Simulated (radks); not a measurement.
Pt60+, 18 electrons, occupied as [Ar].

All-electron calculation, scalar-relativistic Kohn-Sham, r2SCAN, spin-polarised, spherical densities, finite nucleus; meta-GGA in the generalised Kohn-Sham scheme; Fermi nuclear charge, rms radius 5.427 fm. Program: a radial shooting solver on a logarithmic mesh with Libxc functionals.

Energy parts (hartree):
| part | energy |
|---|---|
| total | -14565.6206 |
| kinetic | 16625.5179 |
| electron-nucleus | -32579.8899 |
| Hartree | 1578.0597 |
| exchange-correlation | -189.3081 |

Orbitals (lengths in bohr, moments of r in powers of bohr; <r^-3> diverges for s and p1/2; r(max) is where P^2 peaks; r(90%) holds 90 % of the orbital's charge):
\begin{tabular}{lrrrrrr}
orbital & occ. & eigenvalue (hartree) & r(max) & r(90%) & <r^-3> & <r^2> \\ \hline
1s & 2 & -3053.357 & 0.01062 & 0.0313 & - & 0.0004062 \\
2s & 2 & -671.7923 & 0.06097 & 0.111 & - & 0.006083 \\
2p & 6 & -604.9913 & 0.05034 & 0.105 & 24680 & 0.005077 \\
3s & 2 & -262.3523 & 0.1657 & 0.255 & - & 0.03504 \\
3p & 6 & -242.5326 & 0.1631 & 0.257 & 6624 & 0.03477 \\
3d & 0 & -225.0450 & 0.1302 & 0.234 & 858.0 & 0.02728 \\
4s & 0 & -136.0676 & 0.3325 & 0.467 & - & 0.1234 \\
\end{tabular}

The highest occupied level is 3p at -6599.6 eV. The density falls to 0.001 e/bohr^3 at r = 0.55 bohr. The electron density at the nucleus is 2.112e+06 e/bohr^3 (large components only). For comparison, the ionisation energy in NIST's Atomic Spectra Database is 6517 eV (theoretical). In exact Kohn-Sham theory the highest level is minus the ionisation energy, but local and semilocal functionals leave it too shallow, through self-interaction and a potential that decays too fast; potentials with the right tail come closer.
